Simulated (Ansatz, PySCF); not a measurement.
Species: SnCl$_{3}$, net charge -1, singlet state. It need not be the lowest isomer of its formula. 
Coordinates optimised at B3LYP-D3(BJ)/def2-TZVP (Ansatz, a first-principles code):
SMILES: [Cl][Sn-]([Cl])[Cl]
```xyz
4

Sn     0.0060     0.0016     0.6229
Cl    -1.9209    -1.0366    -0.5894
Cl     0.0553     2.1744    -0.6170
Cl     1.8479    -1.1427    -0.6256
```
Charge -1, spin multiplicity 1.

Property: vertical ionisation energy (to the doublet state of charge +0; each state is the SCF solution reached for its spin; the molecule has degenerate orbitals, so one determinant may break the symmetry), in eV. Valence correlation only, unless marked. UHF or UKS for open shells. Spin-orbit coupling is left out. The frozen core is the preceding noble-gas configuration, with the filled d and f shells of earlier blocks. In def2 rows, elements after Kr have scalar-relativistic effective core potentials. Anions need diffuse functions: def2-D sets add few. Basis-set limits of correlation are two-point, X^-3; Hartree-Fock from the larger set. The bracket is a focal-point correction in the basis named.

```
level                                                          program  vertical ionisation energy (eV)
-------------------------------------------------------------  -------  -------------------------------
HF/def2-QZVPPD                                                  Ansatz                             3.99
CAM-B3LYP/def2-TZVPD                                            Ansatz                             4.81
B2PLYP/def2-TZVPD                                               Ansatz                             4.61
SCS-MP2/def2-SVPD                                               Ansatz                             4.55
CCSD/def2-TZVPPD                                                Ansatz                             4.57
RI-MP2/CBS(def2-TZVPPD,def2-QZVPPD)+[CCSD(T)-MP2]/def2-TZVPPD   Ansatz                             4.67
```

For comparison, minus the highest occupied orbital energy (PySCF): 2.31 eV at TPSSh/def2-TZVPD, 4.95 eV at HF/def2-TZVPD, 4.06 eV at CAM-B3LYP/def2-TZVPD.
